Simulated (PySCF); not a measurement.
**PbS₂⁻: bending curve**

Level of theory: UPBE0/[Pb def2-TZVPD with ECP60, S def2-TZVPD], scalar-relativistic core potentials, density fitting, no spin–orbit coupling, PySCF.

Rigid scan from the doublet minimum (Pb–S 2.397 Å (×2); S–Pb–S 128.7°). Coordinate: the S–Pb–S angle, bonds fixed. Energies in kJ/mol from the minimum.

| bond angle (°) | E (kJ/mol) | dipole size (D, about the centre of mass) | ⟨S²⟩ |
| --- | --- | --- | --- |
| 80 | 142.7 | 7.14 | 0.78 |
| 90 | 75.4 | 6.54 | 0.77 |
| 100 | 36.3 | 5.97 | 0.77 |
| 110 | 13.8 | 5.39 | 0.76 |
| 120 | 2.7 | 4.77 | 0.76 |
| 130 | 0.1 | 4.08 | 0.76 |
| 140 | 4.4 | 3.33 | 0.76 |
| 150 | 14.7 | 2.52 | 0.76 |
| 160 | 29.5 | 1.68 | 0.76 |
| 170 | 45.1 | 0.83 | 0.76 |
| 180 | 52.8 | 0.00 | 0.76 |

With the bonds held, the linear shape lies 52.8 kJ/mol from the minimum.

No spin–orbit coupling is included, which matters more the heavier the element.
